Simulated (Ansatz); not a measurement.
Compare A (`NC([SiH3])[SiH3]`) with its isomer B (`C[SiH2][SiH2]N`).

Calculated with Ansatz (gas phase, PBE0-D4/def2-TZVP geometries, no zero-point term in ΔE). CCSD(T)/CBS is the MP2 limit (def2-TZVPP, def2-QZVPP) plus CCSD(T) − MP2 in def2-TZVPP, frozen cores. Functionals use def2-TZVPP. B3LYP here is the variant with VWN-RPA as its local correlation; programs differ in this. Each species was taken in one conformer, which may not be the lowest.

A:

```xyz
13

N     0.428   -1.454    0.736
C     0.284   -0.010    0.484
Si   -1.515    0.542    0.339
Si    1.333    0.445   -1.012
H     0.079   -1.992   -0.049
H    -0.106   -1.740    1.548
H     0.738    0.533    1.323
H    -1.665    2.020    0.235
H    -2.259    0.063    1.538
H    -2.125   -0.091   -0.863
H     2.776    0.213   -0.745
H     0.915   -0.402   -2.164
H     1.117    1.873   -1.369
```

B:

Z-matrix (Å, degrees):
```
C
Si 1 1.878
H 1 1.092 2 110.7
H 1 1.092 2 110.9 3 -120.0
H 1 1.092 2 110.7 3 119.8
Si 2 2.342 1 111.4 3 -61.3
H 2 1.491 1 110.2 3 61.0
H 2 1.494 1 109.8 3 178.6
N 6 1.725 2 109.1 1 -172.0
H 6 1.500 2 108.1 1 -45.9
H 6 1.490 2 111.2 1 69.7
H 9 1.008 6 119.9 2 -170.2
H 9 1.007 6 119.3 2 47.6
```

Problem. Which isomer does CCSD(T)/CBS put lower? Give the gap. (An estimate is asked.)

Solution. The calculation gave: B, by 141.0 kJ/mol.

Problem. Give E(B) − E(A) in kJ/mol with ωB97M-V, PBE0-D4, MP2/def2-TZVPP, B3LYP-D4, HF/def2-TZVPP, BLYP-D4, CCSD/def2-TZVPP. (An estimate is asked.)

Solution. Computed: ωB97M-V -135.8, PBE0-D4 -143.7, MP2/def2-TZVPP -138.6, B3LYP-D4 -139.6, HF/def2-TZVPP -145.0, BLYP-D4 -135.4, CCSD/def2-TZVPP -139.8. None reverses the order clearly.

Problem. Does the order hold for the free energy at 298.15 K (harmonic terms from PBE0-D4)? (Estimate.)

Solution. The calculation gave: Yes: G(B) − G(A) = -136.7 kJ/mol, for one conformer each. Modes under 60 cm⁻¹, often nearly free rotors, make the harmonic entropy too high.

Largest T1 diagnostic: 0.011.

From BLYP to BHLYP (50 % exact exchange), in def2-TZVPP and without D4, E(B) − E(A) moves by −3.2 kJ/mol. The D4 term adds +4.8 kJ/mol with B3LYP and +2.4 kJ/mol with PBE0; it sums over pairs of atoms, weighted by their polarisabilities, and B3LYP, whose exchange is more repulsive, gets the larger term.
